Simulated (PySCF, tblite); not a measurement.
C2H6O2Si.
Atom-mapped SMILES: `[CH2:1]1[CH2:2][O:3][SiH2:4][O:5]1` (hydrogens: H6, H7 on C1; H8, H9 on C2; H10, H11 on Si4)

The geometry is computed with GFN2-xTB (gas phase).

Some entries are withheld. Bonds in one row agree within 0.01 Å.

```csv
coordinate,value
C1–C2,?
"O3–Si4, Si4–O5",?
"C1–O5, C2–O3",?
C1–H6 and 3 like bonds,1.094 Å
"Si4–H10, Si4–H11",1.453 Å
C2–C1–O5,?
C2–C1–H6,?
O5–C1–H6,?
H6–C1–H7,109.0°
C2–O3–Si4,112.0°
O3–Si4–O5,96.4°
O3–Si4–H10,108.0°
O3–Si4–H11,112.7°
H10–Si4–H11,117.1°
```

**Question.** Estimate the withheld lengths and angles.

**Answer.** 
- C1–C2 = 1.544 Å, drawn single (both ends sp3 carbon bound to oxygen); 0.02 Å above the sum of covalent radii, 1.52 Å.
- O3–Si4, Si4–O5 = 1.641 Å, drawn single (silyl ether oxygen to oxygen-bound silicon); 0.13 Å below the sum of covalent radii, 1.77 Å.
- C1–O5, C2–O3 = 1.398 Å, drawn single (sp3 carbon bound to oxygen to silyl ether oxygen); 0.02 Å below the sum of covalent radii, 1.42 Å.
- C2–C1–O5 = 107.8°, at the sp3 carbon bound to oxygen, inside a 5-membered ring; the outer atoms are 2.379 Å apart.
- C2–C1–H6 = 110.6°, at the sp3 carbon bound to oxygen; the outer atoms are 2.184 Å apart.
- O5–C1–H6 = 108.8°, at the sp3 carbon bound to oxygen; the outer atoms are 2.036 Å apart.

Radii are Cordero's, carbon taken as 0.76, 0.73 or 0.69 Å for four, three, and two or fewer neighbours.

Its GFN2-xTB frequencies are all real (lowest 114 cm⁻¹). One conformer, not necessarily the lowest (O5–C1–C2–O3 -21°, C1–C2–O3–Si4 16°, C2–O3–Si4–O5 -7°, O3–Si4–O5–C1 -7°).
